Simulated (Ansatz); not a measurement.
PBE exchange is replaced step by step with exact exchange (0 % is PBE, 25 % PBE0; no dispersion term), basis def2-TZVP, Ansatz. System: the cluster HgF2⁺. The state is a doublet with charge 1. Geometry: PBE-D4/def2-TZVP, each spin state at its own.

The relaxed quartet has other bonds than the doublet, so its gap is one between isomers.

Geometry of the doublet:

```csv
atom,x (Å),y (Å),z (Å)
Hg1,0.000,0.000,0.000
F2,-0.432,-0.783,-1.717
F3,0.433,0.783,1.717
```

In the def2 sets Hg takes a core potential; there is no spin–orbit coupling. In the quartet geometry the species has come apart into loosely held pieces. The structure comes from a short search, and lower isomers may exist.

HOMO and LUMO are taken over both spins.

```
exact exchange (%)  HOMO (eV)  LUMO (eV)  gap (eV)   ⟨S²⟩  quartet − doublet (kJ/mol)
                 0     -16.42     -16.25      0.17  0.753                       339.4
                 5     -16.84     -16.09      0.74  0.754                       314.6
                10     -17.26     -15.93      1.32  0.755                       289.6
                15     -17.32     -15.77      1.55  0.756                       264.8
                25     -17.44     -15.44      2.00  0.759                       215.4
                35     -17.54     -15.09      2.45  0.764                       166.9
                50     -18.43     -14.16      4.28  0.756                       110.1
```
